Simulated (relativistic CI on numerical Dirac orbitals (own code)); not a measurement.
## Slater and spin-orbit integrals, Ho63+

Computed by Dirac-Coulomb-Breit CI, separate exchange-only KLI orbitals for each configuration, model QED (radiative potential, 1s self-energy scaled to tabulated hydrogen-like ionisation energies), unscaled Slater integrals (own radial code, finite nucleus).

Slater integrals F^k, G^k are unscaled and averaged over j, outside the closed core 1s2; ζ comes from projecting the Hamiltonian with its Breit term on Σ l·s of the shell.

- 2s2p: G^1(2s,2p) = 1.3699e+06, ζ(2p) = 5.1001e+06 cm⁻¹; <r>(2s) = 0.08345, <r^2>(2s) = 0.008247, <r>(2p) = 0.07312, <r^2>(2p) = 0.006496 (bohr units).
- 2p²: F^2(2p,2p) = 1.2899e+06, ζ(2p) = 5.0859e+06 cm⁻¹; <r>(2p) = 0.07319, <r^2>(2p) = 0.006508 (bohr units).
- 2p3s: ζ(2p) = 5.1504e+06, G^1(2p,3s) = 141560 cm⁻¹; <r>(2p) = 0.07292, <r^2>(2p) = 0.006463, <r>(3s) = 0.1939, <r^2>(3s) = 0.04299 (bohr units).

Averages of the first 10 configurations, taken without configuration mixing, which lowers the lowest level and can move excited configurations by several eV; other configurations of the list can lie among them:

```json
{"Configuration": "2s²", "Parity": "even", "States": "1", "Average energy above the lowest level (eV)": "10.6"}
{"Configuration": "2s2p", "Parity": "odd", "States": "12", "Average energy above the lowest level (eV)": "803.7"}
{"Configuration": "2p²", "Parity": "even", "States": "15", "Average energy above the lowest level (eV)": "1653.4"}
{"Configuration": "2p3s", "Parity": "odd", "States": "12", "Average energy above the lowest level (eV)": "9572.5"}
{"Configuration": "2p3p", "Parity": "even", "States": "36", "Average energy above the lowest level (eV)": "9815.4"}
{"Configuration": "2s3s", "Parity": "even", "States": "4", "Average energy above the lowest level (eV)": "8757.9"}
{"Configuration": "2s3p", "Parity": "odd", "States": "12", "Average energy above the lowest level (eV)": "9006.0"}
{"Configuration": "2s3d", "Parity": "even", "States": "20", "Average energy above the lowest level (eV)": "9179.6"}
{"Configuration": "2s4s", "Parity": "even", "States": "4", "Average energy above the lowest level (eV)": "11751.1"}
{"Configuration": "2s4p", "Parity": "odd", "States": "12", "Average energy above the lowest level (eV)": "11853.9"}
```
